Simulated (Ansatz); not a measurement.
Species: SrCl, charge 0, doublet. SrCl (SMILES [Cl][Sr], doublet).
B3LYP-D3(BJ)/def2-TZVP minimum from Ansatz (a quantum-chemistry and plane-wave program):
```
Sr
Cl 1 2.5987
```
Charge 0, spin multiplicity 2.

Total energies in def2-QZVPP, 9 correlated electrons, 9 frozen orbitals. UHF or UKS for unpaired electrons; spin-orbit terms are left out. Cores are frozen in correlated methods (noble-gas shells, and filled d and f shells in the p block). Past Kr the def2 sets carry scalar-relativistic core potentials. The spin of ClSr ([Cl][Sr], doublet) was assumed, and the state is the lowest solution found for it.

```json
[
 {"method": "HF", "program": "Ansatz", "energy (Eh)": "-489.97323", "minus CCSDT(Q) (mEh)": "253.15"},
 {"method": "MP2", "program": "Ansatz", "energy (Eh)": "-490.19908", "minus CCSDT(Q) (mEh)": "27.30"},
 {"method": "CCSD", "program": "Ansatz", "energy (Eh)": "-490.21462", "minus CCSDT(Q) (mEh)": "11.76"},
 {"method": "CCSD(T)", "program": "Ansatz", "energy (Eh)": "-490.22542", "minus CCSDT(Q) (mEh)": "0.96"},
 {"method": "CCSDT(Q)", "program": "Ansatz", "energy (Eh)": "-490.22638", "minus CCSDT(Q) (mEh)": "0.00"}
]
```

Rough core times of Ansatz's runs on a shared machine: CCSD(T) 30 s, CCSDT(Q) 30 min.
